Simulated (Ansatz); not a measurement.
Eight cases of atomisation energy with Al to Br (electronic energies, kcal/mol), geometries: B3LYP-D3(BJ)/def2-TZVP. Functionals by Ansatz (an electronic-structure program) in def2-TZVPD; columns hold the difference against the high level (Ansatz, AFQMC by cisd_afqmc): A = CCSD(T)/CBS(cc-pV(T+d)Z,cc-pV(Q+d)Z) + [CCSDT(Q) - CCSD(T)]/cc-pV(D+d)Z + core + X2C; B = CCSD(T)/CBS(cc-pVQZ,cc-pV5Z) + [CCSDT(Q) - CCSD(T)]/cc-pVDZ; C = CCSD(T)/CBS(cc-pVTZ,cc-pVQZ) + [CCSDT(Q) - CCSD(T)]/cc-pVDZ; D = CCSD(T)/CBS(cc-pVTZ,cc-pVQZ) + [CCSDT(Q) - CCSD(T)]/cc-pVTZ + [CCSDTQ - CCSDT(Q)]/cc-pVDZ; E = CCSD(T)/CBS(def2-TZVPP,def2-QZVPP) + [CCSDT(Q) - CCSD(T)]/def2-SVP; F = CCSD(T)/CBS(def2-TZVPP,def2-QZVPP) + [CCSDT(Q) - CCSD(T)]/def2-TZVPP; G = CCSD(T)/CBS(def2-TZVPP,def2-QZVPP) + [CCSDT(Q) - CCSD(T)]/def2-TZVPP + [CCSDTQ - CCSDT(Q)]/def2-SVP. The cases were drawn at random from those of this class that have a high level and all functionals, leaving out states under which another spin lies or may lie. Left out are anions, K, Ca, elements past Kr, ionisation of Li, Na and Mg, pi-pi* triplets of linear molecules and other triplets made from a closed-shell parent. Runs that doubt their state, and full CI more than 15 mEh from coupled cluster, are set aside; a case stays where another high level and all functionals remain. AFQMC serves as high level only in triple zeta or larger, with a steady walk, a bar under 0.8 kcal/mol and agreement with other high levels or trials where they ran; where none ran, an unstable determinant or (outside 3d species) a high T1 diagnostic also bars it, so strongly correlated cases are thinned. No case was kept or dropped by the size of a functional's miss. Each difference is the functional minus the high level; affinities count positive where energy is released, gaps as the second state minus the first. UHF or UKS for unpaired electrons; spin-orbit terms are left out. Correlated methods leave the cores frozen (noble-gas shells, and filled d and f shells in the p block). Rows without X2C or -DK are non-relativistic. CBS(X,Y): correlation extrapolated as X^-3, Hartree-Fock from the larger set (Q,5: extrapolated as (X+1)exp(-9√X)). A bracket is a step between two methods taken in the basis named. Functionals run without relativity, which enters their misses. Double hybrids freeze cores in their MP2 part. 'core' is core correlation in cc-pwCVTZ (1s frozen past Ne), 'X2C' scalar relativity in cc-pVTZ-DK, both at CCSD(T). For partners of very few electrons the exact lower level stands in for a higher one. Spin-orbit terms, left out, reach several kcal/mol for Br and I, and more for heavier atoms.

| case | level | value | PBE | B3LYP | B2PLYP |
|---|---|---|---|---|---|
| GeH3SeF (SMILES F[Se][GeH3]) | B | 356.4 | 2.6 | -6.2 | -9.4 |
| GaGeH5 (SMILES [GaH2][GeH3]) | D | 387.4 | -9.6 | -5.6 | -10.0 |
| GeHSF (SMILES [F][Ge][SH]) | F | 295.5 | 7.3 | -5.1 | -5.4 |
| GeN2H5 (SMILES [NH][GeH2][NH2], doublet) | C | 550.6 | 7.1 | -0.9 | -8.8 |
| H5Si2O (SMILES O[SiH][SiH3], doublet) | A | 578.6 | -5.7 | -7.6 | -12.1 |
| GeH2Cl (SMILES [GeH2][Cl], doublet) | G | 218.3 | -1.4 | -4.7 | -5.9 |
| SiHBrF (SMILES F[SiH]Br, doublet) | E | 288.3 | 1.5 | -7.1 | -6.3 |
| CH4FGe (SMILES [CH2][GeH2][F], doublet) | C | 532.2 | -0.6 | -8.1 | -10.0 |

Over these rows, PBE: mean +0.2, mean absolute 4.5, median absolute 4.2, largest -9.6; B3LYP: mean -5.7, mean absolute 5.7, median absolute 5.9, largest -8.1; B2PLYP: mean -8.5, mean absolute 8.5, median absolute 9.1, largest -12.1 kcal/mol. PBE lies above in 4 and below in 4 of the eight.
